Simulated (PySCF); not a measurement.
C₄H₁₀O₂ (SMILES COCC(C)O), singlet, geometry from GFN2-xTB. Base run: DF-HF/3-21G in PySCF.

Input for PySCF:
```python
from pyscf import gto, scf

mol = gto.Mole()
mol.atom = '''
    C     2.549505    0.543348   -0.246058
    O     1.383459   -0.099980    0.195595
    C     0.239884    0.240458   -0.559727
    C    -0.954994   -0.503424    0.048065
    C    -2.244786   -0.190044   -0.698439
    O    -1.119833   -0.131061    1.396422
    H     2.452410    1.634035   -0.176604
    H     3.355820    0.207713    0.402943
    H     2.780459    0.276816   -1.284664
    H     0.065301    1.326235   -0.512165
    H     0.373895   -0.047238   -1.612696
    H    -0.743054   -1.584209   -0.010468
    H    -2.441885    0.877970   -0.660313
    H    -2.171275   -0.507790   -1.734442
    H    -3.069879   -0.709231   -0.220256
    H    -0.248444   -0.168010    1.809479
'''
mol.basis = '3-21g'
mol.charge = 0
mol.spin = 0
mol.verbose = 4
mol.build()

mf = scf.RHF(mol)
mf = mf.density_fit(auxbasis='def2-universal-jkfit')
mf.kernel()
```

The base run was repeated with changes; each row names its change, and settings that it needs were set with it.

| change | basis functions | E (Eh) | HOMO (eV) | HOMO-LUMO gap (eV) | dipole (D) |
|---|---|---|---|---|---|
| base | 74 | -305.29424 | -11.22 | 18.16 | 2.94 |
| basis = STO-3G | 40 | -303.12545 | -9.16 | 23.52 | 2.05 |
| basis = LANL2DZ | 74 | -306.91841 | -11.62 | 17.75 | 3.42 |
| basis = 6-31G | 74 | -306.86004 | -11.54 | 17.58 | 3.28 |
| basis = cc-pVDZ | 134 | -307.02126 | -11.52 | 16.46 | 2.47 |
| basis = 6-31G** | 134 | -307.01249 | -11.52 | 17.75 | 2.59 |
| basis = pc-1 | 134 | -306.92048 | -11.73 | 16.15 | 2.79 |
| basis = 6-311G** | 168 | -307.08234 | -11.60 | 15.79 | 2.58 |
| basis = 6-311++G** | 202 | -307.08955 | -11.71 | 12.77 | 2.72 |
| basis = def2-SVPD | 206 | -306.79163 | -11.77 | 14.36 | 2.62 |
| basis = 6-311+G(2d,p) | 222 | -307.09691 | -11.70 | 13.61 | 2.58 |
| basis = aug-pcseg-1 | 228 | -306.94239 | -11.71 | 12.52 | 2.51 |
| basis = aug-cc-pVDZ | 228 | -307.04459 | -11.67 | 12.61 | 2.51 |

Totals compare only among sets that treat the same electrons; sets with core potentials leave the core out.
